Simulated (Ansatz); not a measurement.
GaCl2(SiH3) (GaSiH3Cl2), relaxed as a singlet with RKS PBE-D4/def2-SVP in Ansatz, starting from the GFN2-xTB geometry. Force threshold 0.02 eV/Å.

Start:

```xyz
7

Ga   -0.670    0.807    0.673
Cl   -1.671    2.495   -0.126
Cl   -0.964    0.678    2.768
Si    0.627   -0.757   -0.630
H     1.691   -1.324    0.213
H     1.224   -0.054   -1.776
H    -0.236   -1.845   -1.121
```

```
step  energy (eV)  largest force component (eV/Å)  SCF passes
   1  -85313.5425                           0.835          23
   2  -85313.6107                           0.137          28
   3  -85313.6135                           0.010          27
```

Force components are those of the run's own axes.

End:

Cartesian coordinates in Å:
```
Ga -0.668 0.805 0.671
Cl -1.683 2.516 -0.190
Cl -0.949 0.630 2.813
Si 0.633 -0.745 -0.623
H 1.713 -1.334 0.238
H 1.233 -0.033 -1.802
H -0.278 -1.839 -1.107
```

By distances, no bond broke or formed. The bond that changes most is Ga1–Cl2, from 2.12 to 2.17 Å (atoms count from 1).

No frequencies were taken in this run, so the end may be a saddle point.

Run time 4 s (4 threads of Arm Neoverse V1 on a shared host).
